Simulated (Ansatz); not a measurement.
Input file for CH$_{5}$NO$_{2}$Sn (`[OH][SnH]1[NH]C[O]1`):

```yaml
crystal:
  periodic: [false, false, false]
  atoms:
    - {symbol: O, position_ang: [-1.813169, 0.868422, -1.619657]}
    - {symbol: Sn, position_ang: [-0.053291, 0.180800, -1.142701]}
    - {symbol: N, position_ang: [-0.065539, -1.047207, 0.471786]}
    - {symbol: C, position_ang: [0.688181, -0.043202, 1.243322]}
    - {symbol: O, position_ang: [0.769625, 1.104709, 0.415793]}
    - {symbol: H, position_ang: [-2.383729, 0.971758, -0.852797]}
    - {symbol: H, position_ang: [0.738716, 0.060057, -2.638307]}
    - {symbol: H, position_ang: [0.359201, -1.964945, 0.450221]}
    - {symbol: H, position_ang: [1.692777, -0.399709, 1.511328]}
    - {symbol: H, position_ang: [0.150329, 0.218018, 2.164011]}
basis:
  gaussian: {orbitals: def2-TZVPP}
correlation: {method: ccsd_t}
output: {orbitals: {seedname: orbitals}}
```

```sh
$ ansatz run in.yaml --threads 4 --pin off --events-out ev --progress --plain --max-ram 10444MiB
```

Output of Ansatz, abridged:

```
Functional definition: HF
1657 factors; integrals over basis functions are off by at most 1.1e-3 eV
mean field evaluation 1: about -12466.7606 eV, gradient 5.8e1 eV
mean field evaluation 2: about -12467.0630 eV, gradient 5.8e1 eV
mean field evaluation 4: about -12473.5587 eV, gradient 3.9e0 eV
mean field evaluation 8: about -12473.6336 eV, gradient 4.4e-1 eV
mean field -12473.63423792 eV, -458.3976033106 hartree, gradient 5.0e-6 eV, S^2 0.000000; 0 other end points of the search recorded, 0 dependent functions left out
8 core orbitals not correlated: weight in the atoms' cores, before any rotation towards them, 1.000 or more for the frozen orbitals, at most 0.000 for the correlated occupied ones
reference -12473.63423792 eV, -458.3976033106 hartree; 20, 20 occupied and 216, 216 virtual orbitals, 1657 factors
second order -32.19765614 eV of doubles, -0.00000000 eV of singles
cycle   1  -31.39953757 eV  change    8.0e-1 eV  update   1.4e-1
cycle   2  -32.20131094 eV  change   -8.0e-1 eV  update   4.3e-2
cycle   3  -32.39498337 eV  change   -1.9e-1 eV  update   2.3e-2
cycle   4  -32.37545728 eV  change    2.0e-2 eV  update   6.3e-3
cycle   5  -32.37049089 eV  change    5.0e-3 eV  update   3.1e-3
cycle   6  -32.37270278 eV  change   -2.2e-3 eV  update   1.1e-3
cycle   7  -32.37241848 eV  change    2.8e-4 eV  update   4.6e-4
cycle   8  -32.37217282 eV  change    2.5e-4 eV  update   1.5e-4
cycle   9  -32.37223449 eV  change   -6.2e-5 eV  update   6.3e-5
cycle  10  -32.37226128 eV  change   -2.7e-5 eV  update   2.8e-5
perturbative correction -1.26219984 eV, -0.0463849886 hartree
Total energy: -12507.26869904 eV, -459.6336469586 hartree
```

Run time 3.5 min (4 threads of an Arm Neoverse V2 on a shared host); peak host memory 5.7 GiB.

Correlation energy per correlated electron: -0.841 eV. T1 diagnostic: 0.0149.
